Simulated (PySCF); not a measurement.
Species: SiCl₃ (doublet state).
Cartesian coordinates in Å at the PBE0-D3(BJ)/def2-SVP level; atoms count from 1:
```xyz
4
SiCl3 angstrom
Cl     1.9030   -0.3946   -0.2032
Si     0.0116    0.0007    0.5109
Cl    -1.2895   -1.4381   -0.1784
Cl    -0.6047    1.8416   -0.1750
```

The species is `Cl[Si](Cl)Cl` [radical].

Level of theory: PySCF 2.14.0, UKS B3LYP, IGLO-III on Cl Si, non-relativistic, mean-field spin-orbit, GIAO. Isolated species at its PBE0-D3(BJ)/def2-SVP geometry, gas phase. The SCF solution wasn't tested for stability.

**Question.** Give the principal g shifts and their parts.

**Answer.** 
```json
{"Δg (ppm)": "relativistic mass correction", "1": "-236", "2": "-236", "3": "-236"}
{"Δg (ppm)": "gauge correction", "1": "3", "2": "63", "3": "63"}
{"Δg (ppm)": "orbital Zeeman/spin–orbit", "1": "1296", "2": "4130", "3": "4141"}
{"Δg (ppm)": "total", "1": "1063", "2": "3958", "3": "3969"}
```

So g = 2.00338, 2.00628, 2.00629 and g_iso = 2.00532; the tensor is axial. 

**Question.** What effective moment and Curie constant follow for a powder?

**Answer.** With the mean of g² = 4.0213 and S(S+1) = 0.75: μ_eff = √(⟨g²⟩S(S+1)) = 1.737 μB and χT = 0.12505·⟨g²⟩·S(S+1) = 0.377 cm³ K/mol (cgs; spin-Hamiltonian part alone).

**Question.** Average each term over the three axes. Which is largest in size?

**Answer.** The orbital-Zeeman/spin–orbit term 3189, the mass correction -236 and the gauge correction 43 ppm, for a total of 2997 ppm. The orbital-Zeeman/spin–orbit term is the largest in size. The mass correction is the same along every axis, so the anisotropy comes from the other two: their spans along these axes are 61 (gauge) and 2846 ppm (orbital Zeeman/spin–orbit).

**Question.** In a frozen sample, at which fields do the three g values resonate at 9.5, 34, 94 and 263 GHz (hyperfine left aside), and which band first spreads them over more than twice a line width of 0.5 mT?

**Answer.** 
```csv
band,GHz,B(g3) mT,B(g2) mT,B(g1) mT,spread mT
X,9.5,338.31,338.31,338.80,0.49
Q,34.0,1210.80,1210.81,1212.56,1.76
W,94.0,3347.52,3347.54,3352.37,4.86
J,263.0,9365.93,9365.98,9379.52,13.59
```

The spread grows in proportion to the frequency. Q band is the first where it exceeds 1.0 mT.

The Mulliken spin populations are largest on Si2 (+0.71), Cl1 (+0.10), Cl4 (+0.10) and Cl3 (+0.10). Si2 is the only atom above +0.15. The angles at Si2 add up to 327.5°, so it is pyramidal.

The HOMO–LUMO gaps are 6.58 eV among the α and 5.08 eV among the β orbitals.

The run took 13 s of wall time on an x86-64 server with one thread, no GPU, on a shared host.
